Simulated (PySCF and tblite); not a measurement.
Results of a calculation; reference values are marked as such.
System: C7H10Si, numbered as in [SiH3:1][CH:2]1[CH:3]=[CH:4][CH:5]=[CH:6][CH:7]=[CH:8]1.

Level: PBE0/pcSseg-1 + D3(BJ), IEF-PCM chloroform on GFN2-xTB stationary points, with GFN2-xTB thermal terms. Rates follow Eyring's equation with the number of equivalent paths and no tunnelling. Run with tblite and PySCF.

Question: What barrier does the inversion of the 7-membered ring (2–3–4–5–6–7–8) meet, and how fast is it at 298 K?

Answer: The electronic barrier is 7.9 kcal/mol and ΔG‡(298 K) 8.3 kcal/mol, over a Cs saddle with an imaginary mode of 75i cm⁻¹ (GFN2-xTB). With 1 equivalent path, k is 5.5×10⁶ s⁻¹, a mean lifetime of the start of 180 ns against this motion. The end lies 1.3 kcal/mol above the start in free energy.
